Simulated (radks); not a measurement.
Values are calculated unless marked as measured or tabulated.
The molybdenum ion Mo11+, configuration [Ar] 3d10 4s2 5d1 (not the ground configuration). Level of theory: scalar-relativistic Kohn-Sham, PBE, spin-polarised, spherical densities, point nucleus; open shells are filled with parallel spins first (spin-orbit coupling, left out, can overturn this in heavy ions) (a radial shooting solver on a logarithmic mesh with Libxc functionals).

Normalised radial functions P(r) = r R(r), r in bohr:

```
   r/bohr * 3d down, o 5d up (the largest magnitude, 1.54, reaches the edge; | marks zero, & curves that meet)
 0.001802                             &
 0.002709                             &
 0.004107                             &
 0.006176                             &
 0.009287                             &
  0.01397                             &
  0.02117                             &
  0.03184                             o*
  0.04788                             |o*
    0.072                             |o  *
   0.1091                             |  o      *
   0.1641                             |    o            *
   0.2468                             |      o                  *
   0.3712                             |   o                      *
   0.5626                         o   |                  *
   0.8461                   o         |      *
    1.272                            o|*
    1.913                             *             o
      2.9                             *         o
    4.362                             *o
    6.559                             &
```

3d down: eigenvalue -443.31 eV, 0 radial nodes, <r> = 0.408 bohr, 90 % of the charge inside 0.649 bohr. 5d up: eigenvalue -101.37 eV, 2 radial nodes at r = 0.469, 1.31 bohr, <r> = 2.12 bohr, 90 % of the charge inside 2.98 bohr.
